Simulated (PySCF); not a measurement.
An EPR job on `N#CC(F)(F)C[SiH2][C]=[N-]` [radical].

Computed with UKS B3LYP, pcH-1 on C F H N Si, non-relativistic, mean-field spin-orbit, GIAO (PySCF 2.14.0). Geometry: GFN2-xTB. The command runs a driver script over a list of jobs; the input below is this job's line of settings and its coordinates in Å.

Command:
```bash
OMP_NUM_THREADS=1 python probes_run.py task.json out
```

Input:
```
{"job": {"kind": "epr", "basis": "pcH-1"}, "charge": -1, "multiplicity": 2}
N     -3.342758     0.991525    -1.174506
C     -2.681350     0.422915    -0.389587
C     -1.502048    -0.101443     0.280571
F     -1.597066    -1.477476     0.375390
F     -1.487463     0.327721     1.594783
C     -0.203781     0.292857    -0.419947
Si     1.422118    -0.372228     0.419886
C      3.122113    -0.055743    -0.176020
N      4.093623     0.276026    -0.737227
H     -0.190921     1.384092    -0.466502
H     -0.278667    -0.069728    -1.447692
H      1.377320     0.218989     1.770454
H      1.264492    -1.837021     0.352669
```

Output:
```
UKS, coarse grid
  cycle   1  E = -753.31932470  |g| = 7.03e-01
  cycle   2  E = -752.66739251  |g| = 1.43e+00
  cycle   3  E = -753.48779662  |g| = 2.52e-01
  cycle   4  E = -753.51199035  |g| = 1.16e-01
  cycle   5  E = -753.51752877  |g| = 4.86e-02
  cycle   6  E = -753.51843313  |g| = 1.96e-02
  cycle   7  E = -753.51860638  |g| = 5.53e-03
  cycle   8  E = -753.51862102  |g| = 3.27e-03
  cycle   9  E = -753.51862825  |g| = 2.19e-03
  cycle  10  E = -753.51863211  |g| = 6.32e-04
UKS, final grid
  cycle   1  E = -753.51858617  |g| = 9.06e-04
  cycle   2  E = -753.51858510  |g| = 1.84e-03
  cycle   3  E = -753.51858660  |g| = 3.83e-04
  cycle   4  E = -753.51858668  |g| = 1.11e-04
  cycle   5  E = -753.51858671  |g| = 1.10e-04
  cycle   6  E = -753.51858672  |g| = 6.56e-05
  cycle   7  E = -753.51858672  |g| = 1.10e-05
E = -753.51858672 Eh   <S^2> = 0.7554 (exact 0.7500)
g shifts (ppm)      1          2          3
  rmc          -182       -182       -182
  gc              2         72        -49
  oz_so       -2617      -1685       2962
  total       -2796      -1793       2731
hyperfine (MHz)  atom isotope    a_iso     a_fc   dipolar eigenvalues
    0   14N       7.51       7.58     -9.54     -9.42     18.96
    1   13C      50.32      50.41    -10.44     -8.66     19.10
    2   13C      35.19      35.22     -8.54     -6.56     15.10
    3   19F     119.94     119.93    -14.32    -10.49     24.82
    4   19F     120.02     120.01    -14.46    -10.68     25.14
    5   13C     166.59     166.60     -6.07     -1.00      7.06
    6  29Si    -198.07    -198.49    -40.19     16.81     23.39
    7   13C      59.32      59.41     -9.66     -6.63     16.29
    8   14N       6.73       6.83    -11.20    -10.16     21.36
    9    1H       3.40       3.40     -4.52      0.65      3.88
   10    1H       3.06       3.06     -4.51      0.64      3.87
   11    1H      -5.66      -5.67     -3.81     -1.05      4.86
   12    1H      -5.82      -5.83     -3.81     -1.06      4.87
```

rmc, gc and oz_so are the mass-correction, gauge-correction and orbital-Zeeman/spin–orbit parts of the g shift along its three principal axes; a_iso is the isotropic hyperfine coupling and a_fc its Fermi-contact part. The program numbers atoms from 0.

**Question.** How far is ⟨S²⟩ from the pure-spin value?

**Answer.** S = 0.5 gives S(S+1) = 0.75; the run has 0.7554, 0.0054 more.

**Question.** Get g_iso from the total shifts.

**Answer.** Their mean is -620 ppm; added to g_e = 2.002319 it gives 2.00170.

In short: ⟨S²⟩ 0.755; g_iso 2.0017.

Whether the extra electron is bound in the gas phase wasn't checked; a finite basis holds it in any case.

The run took 2.8 min wall (grids of density and orbitals included) on one thread, Arm Neoverse N1 (aarch64), no GPU (shared host), and the process peaked at 1.1 GiB of memory.

One conformer stands for the species.
Labels such as C1 count atoms from 1, the log's own numbers from 0.
